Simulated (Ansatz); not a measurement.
Correlation energies of CH5BFNO (`NC(O)BF`) by basis set

```xyz
10

N     0.275   -0.629   -1.018
C     0.389    0.334    0.082
O     1.331   -0.115    1.015
B    -1.057    0.373    0.690
F    -1.908    1.300    0.273
H    -0.225   -1.470   -0.752
H    -0.142   -0.230   -1.848
H     0.685    1.289   -0.374
H     2.123   -0.359    0.522
H    -1.470   -0.492    1.410
```

The species carries charge 0 and has multiplicity 1. All single points use the PBE0-D4/def2-TZVP geometry. It is one conformer, not always the lowest. Frozen core, restricted reference, Ansatz. CBS rows extrapolate triple and quadruple zeta; past MP2 they add the triple-zeta difference.

| basis | HF (Eh) | MP2 corr. |
| --- | --- | --- |
| def2-TZVPP | -294.38034 | -0.97027 |
| def2-QZVPP | -294.39396 | -1.04705 |

(1) Estimate the CCSD correlation energy and the (T) correction in each basis where they were run (hartree).

## Answers

(1) 
```
     basis  CCSD corr.       (T)
def2-TZVPP    -0.99611  -0.03567
 CBS(def2)    -1.12975     as TZ
```
